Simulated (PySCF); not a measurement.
# Simulated absorption spectrum

FGe2H7Si.
Numbering: `[F:1][GeH2:2][GeH2:3][SiH3:4]` (hydrogens: H5, H6 on Ge2; H7, H8 on Ge3; H9, H10, H11 on Si4)

The calculation used TDDFT CAM-B3LYP/def2-SVPD, vertical, gas phase, core orbitals frozen in the response in PySCF 2.14.0, density-fitted response routines. Geometry: PBE0-D3(BJ)/def2-SVP, one conformer, isolated molecule. Relativistic effects, spin–orbit coupling among them, are left out although an element past zinc is present. Torsions of this conformer, `[F:1][GeH2:2][GeH2:3][SiH3:4]`: F1–Ge2–Ge3–Si4 13°.

Computed states:

| state | E (eV) | f |
| --- | --- | --- |
| S1 | 6.12 | 0.075 |
| S2 | 6.90 | 0.0037 |
| S3 | 7.04 | 0.264 |
| S4 | 7.13 | 0.046 |
| S5 | 7.25 | 0.205 |
| S6 | 7.47 | 0.018 |
| S7 | 7.63 | 0.288 |
| S8 | 7.81 | 0.021 |
| S9 | 7.88 | 0.177 |
| S10 | 7.92 | 0.092 |

Each state is given a Gaussian of 0.4 eV full width at half maximum, with ε(max) = 2.175×10⁸ f / Δν̃ (Δν̃ the width in cm⁻¹). The width is an assumption, not a result. The curve ends short of the highest state used, and states not computed would add to its high-energy end.

Question: Give the broadened spectrum and its maxima.

Answer: 
E (eV), ε (L mol⁻¹ cm⁻¹) and a bar:
```
     5.52          9 
     5.56         21 
     5.59         37 
     5.62         63 
     5.65        104 
     5.69        196 
     5.72        302 
     5.75        452 
     5.78        656 #
     5.82       1026 #
     5.85       1384 #
     5.88       1810 ##
     5.92       2465 ##
     5.95       2996 ###
     5.98       3530 ####
     6.01       4032 ####
     6.05       4585 #####
     6.08       4870 #####
     6.11       5012 #####
     6.14       5001 #####
     6.18       4750 #####
     6.21       4406 ####
     6.24       3962 ####
     6.28       3277 ###
     6.31       2741 ###
     6.34       2224 ##
     6.37       1753 ##
     6.41       1226 #
     6.44        921 #
     6.47        698 #
     6.51        532 #
     6.54        514 #
     6.57        596 #
     6.60        798 #
     6.64       1299 #
     6.67       1895 ##
     6.70       2724 ###
     6.73       3827 ####
     6.77       5781 ######
     6.80       7631 ########
     6.83       9800 ##########
     6.87      13116 #############
     6.90      15822 ################
     6.93      18601 ###################
     6.96      21323 #####################
     7.00      24636 #########################
     7.03      26718 ###########################
     7.06      28341 ############################
     7.09      29434 #############################
     7.13      30020 ##############################
     7.16      29828 ##############################
     7.19      29160 #############################
     7.23      27700 ############################
     7.26      26343 ##########################
     7.29      24921 #########################
     7.32      23581 ########################
```

Maxima: 203 nm (6.12 eV), ε about 5000, made up of S1 (100%); 174 nm (7.13 eV), ε about 30000, made up of S3 (51%), S4 (10%) and S5 (37%) (ε in L mol⁻¹ cm⁻¹; maxima over ε = 5, shares over 10%).

Question: On this curve, what absorbance would a 10⁻³ mol/L sample give at 193 nm over a 1 cm path?

Answer: 193 nm is 6.424 eV, where ε is about 1100 L mol⁻¹ cm⁻¹, so A = ε c l ≈ 1.1 (Beer–Lambert, with the gas-phase spectrum and the assumed width).

Question: What would ε be at 7.13 eV, the highest of these maxima, with half the width (0.2 eV)?

Answer: About 37200 L mol⁻¹ cm⁻¹ against 30000, a factor of about 1.2; a lone state at its own centre would give exactly 2.

Question: Coming from long wavelengths, where does ε first pass 100 L mol⁻¹ cm⁻¹?

Answer: At about 220 nm (5.65 eV), 0.48 eV below S1.

The vertical ionisation energy (ΔSCF) is 9.93 eV, 2.01 eV above S10.
